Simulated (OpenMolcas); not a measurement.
V III.

- Program: OpenMolcas
- Method: CASSCF
- Basis: ANO-RCC-VDZP [5s4p2d1f]
- Scalar Hamiltonian: DKH2, point nucleus
- Active space: 3 electrons in 6 orbitals (3d 4s)
- State averaging: 2S+1 = 4 even, 20 roots; 2S+1 = 2 even, 64 roots
- Spin-orbit coupling: RASSI with atomic mean-field integrals over the reference wave functions, term energies averaged over their components

Levels without dynamic correlation, in cm-1 above 3d3 4F 3/2:

```csv
Level,E
3d3 2P 1/2,18866
3d3 2G 7/2,13966
3d3 4P 1/2,15395
3d3 2H 9/2,18953
3d3 2D 3/2(1),20644
3d3 2F 7/2,33737
```

On this reference, MS-CASPT2, IPEA 0.25 Eh, imaginary shift 0.1 Eh (closed shells correlated: 3s 3p) puts 3d3 2P 1/2 at 15940 cm-1.

Estimate the other levels at that method by one scale factor, and say how well it serves.

The factor is 15940 / 18866 = 0.845. Scaled values beside those that MS-CASPT2 gives and measured ones (Sugar and Corliss, J. Phys. Chem. Ref. Data 7, 1191 (1978)):
```json
{"Level": "3d3 2G 7/2", "Scaled": "11801", "MS-CASPT2": "12290", "Miss (%)": "-4.0", "Measured": "11966"}
{"Level": "3d3 4P 1/2", "Scaled": "13009", "MS-CASPT2": "11920", "Miss (%)": "+9.1", "Measured": "11514"}
{"Level": "3d3 2H 9/2", "Scaled": "16015", "MS-CASPT2": "17870", "Miss (%)": "-10.4", "Measured": "16811"}
{"Level": "3d3 2D 3/2(1)", "Scaled": "17444", "MS-CASPT2": "16840", "Miss (%)": "+3.6", "Measured": "16330"}
{"Level": "3d3 2F 7/2", "Scaled": "28508", "MS-CASPT2": "29050", "Miss (%)": "-1.9", "Measured": "27728"}
```
For these levels the scaled values miss MS-CASPT2 by up to 10.4 %, as correlation changes each term by its own factor, spin-orbit parts do not scale and CASPT2 has its own spread within terms. This holds within one configuration; levels of others move differently, and the target method has errors of its own against measurement.

Term energies are means over components that CASPT2 splits; among the terms shown or strongly mixed into the levels shown the widest spread is 1000 cm-1 (3d3 4F, MS-CASPT2). Without dynamic correlation excited terms often stand tens of per cent too high (terms of higher spin than the ground term too low), and those without a measured partner can miss by more than the paired ones (holds for CASSCF). The CASPT2 spread within a term exceeds the gap to the next term for 3d3 4P and 3d3 2G, so the order of their levels is uncertain (holds for MS-CASPT2). Measured partners are found by configuration, term and J. A level has none where our copy of the source lacks it or the pairing is in doubt (some pairs that miss far off the trend of their configuration count as doubtful), and it then counts in no deviation. Only configurations of the active space appear.

A number in round brackets counts repeated terms of one configuration in the order of the reference energies.
